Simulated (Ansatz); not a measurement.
Consider the formal exchange of groups at the Si–Al bond: `[CH3][Al]([SiH3])[Br]` + `C1NCS1` → `[SiH3]C1NCS1` + `[CH3][AlH][Br]`.

Program: Ansatz. Geometries: PBE0-D4/def2-TZVP. ΔE: electronic, gas phase. CCSD(T)/CBS adds triple-zeta CCSD(T) − MP2 to the extrapolated MP2 energy (def2 sets, frozen cores). DFT in def2-TZVPP. B3LYP here is the variant with VWN-RPA as its local correlation; programs differ in this. For Br outer-core shells are correlated without core-valence functions, which leaves a few kJ/mol of doubt a bond. Scalar relativity is left out up to krypton.

Is it downhill or uphill in electronic energy at CCSD(T)/CBS, and by how much? (Best estimate.)

Computed: Uphill: ΔE = +19.2 kJ/mol.

What do these levels give: r2SCAN-D4, PBE0-D4, B3LYP-D4, MP2/def2-TZVPP, HF/def2-QZVPP, HF/CBS(def2)? (An estimate is asked.)

The calculation gave: r2SCAN-D4 25.1, PBE0-D4 32.0, B3LYP-D4 20.9, MP2/def2-TZVPP 12.2, HF/def2-QZVPP 23.9, HF/CBS(def2) 23.8 kJ/mol.

Largest T1 diagnostic among the species: 0.011.

The D4 term adds −6.8 kJ/mol with B3LYP and −3.4 kJ/mol with PBE0; it sums over pairs of atoms, weighted by their polarisabilities, and B3LYP, whose exchange is more repulsive, gets the larger term. In def2-TZVPP, CCSD(T) changes the Hartree–Fock value by −4.2 kJ/mol (the triples alone add −1.7 kJ/mol) and MP2 by −12.5 kJ/mol.
